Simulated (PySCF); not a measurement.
Si(F)2(OH)(OMe) (CH₄F₂O₂Si), SMILES CO[Si](O)(F)F.

Coordinates come from a PBE0-D3(BJ)/def2-SVP optimisation. The structure was generated by enumeration, and PubChem lists no compound with its InChIKey, so it may never have been made. Other conformers were not sampled.

Level of theory: TDA-M06-2X/def2-SVPD (PySCF).

Vertical excitations. The molecule is in vacuum.

| state | energy (eV) | λ (nm) | f | main pairs |
|---|---|---|---|---|
| S1 | 8.31 | 149 | 0.001 | HOMO→LUMO 78 % |
| S2 | 8.84 | 140 | 0.008 | HOMO−1→LUMO 64 %, HOMO−2→LUMO 17 % |
| S3 | 9.00 | 138 | 0.018 | HOMO−2→LUMO 62 %, HOMO−1→LUMO 13 % |
| S4 | 9.29 | 133 | 0.050 | HOMO→LUMO+1 63 %, HOMO→LUMO+2 24 % |
| S5 | 9.67 | 128 | 0.011 | HOMO→LUMO+2 42 %, HOMO→LUMO+1 20 %, HOMO→LUMO 14 %, HOMO→LUMO+4 10 % |
| S6 | 9.78 | 127 | 0.055 | HOMO−1→LUMO+1 63 %, HOMO−1→LUMO+2 23 % |
| S7 | 9.83 | 126 | 0.041 | HOMO−3→LUMO 80 % |
| S8 | 10.16 | 122 | 0.008 | HOMO→LUMO+3 39 %, HOMO−1→LUMO+2 24 %, HOMO−1→LUMO+1 9 %, HOMO−1→LUMO 6 % |
| S9 | 10.24 | 121 | 0.076 | HOMO→LUMO+3 42 %, HOMO−1→LUMO+2 16 %, HOMO−1→LUMO+1 10 %, HOMO−1→LUMO 9 % |
| S10 | 10.45 | 119 | 0.007 | HOMO→LUMO+4 45 %, HOMO→LUMO+8 15 %, HOMO→LUMO+2 11 %, HOMO→LUMO+10 7 % |
| T1 | 8.09 | 153 | 0 | HOMO→LUMO 68 % |
| T2 | 8.54 | 145 | 0 | HOMO−2→LUMO 60 %, HOMO−1→LUMO 17 % |
| T3 | 8.71 | 142 | 0 | HOMO−1→LUMO 53 %, HOMO−2→LUMO 15 % |
| T4 | 9.06 | 137 | 0 | HOMO→LUMO+1 53 %, HOMO→LUMO+2 25 % |
Triplets are in the Tamm–Dancoff approximation.
